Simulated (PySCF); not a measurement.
# How methods differ on the fine-structure interval of I¹⁸⁺

I¹⁸⁺ [Ar] 3d10 4s2 4p5 [4p1/2^2 4p3/2^3, M_J = 3/2] → I¹⁸⁺ [Ar] 3d10 4s2 4p5 [4p1/2^1 4p3/2^4, M_J = 1/2], as a difference of total energies. All numbers are calculated (PySCF 2.14, the two-component X2C-1e Hamiltonian, in an even-tempered Gaussian basis (18 s from 1 bohr⁻², ratio 2.8; 14 p from 1.4 bohr⁻², ratio 2.8; 9 d from 2.4 bohr⁻², ratio 2.8; 4 f from 8.6 bohr⁻², ratio 3)). Correlated levels: [Ne] frozen; the 82 highest virtual spinors dropped. "Screened" scales the spin-orbit matrix elements by Boettger's factors to mimic the two-electron term; Breit and QED terms are absent.

```
                    method  fine-structure interval (cm⁻¹)
 GHF (screened spin-orbit)                          116310
GMP2 (screened spin-orbit)                          117370
     GHF (bare spin-orbit)                          121130
```
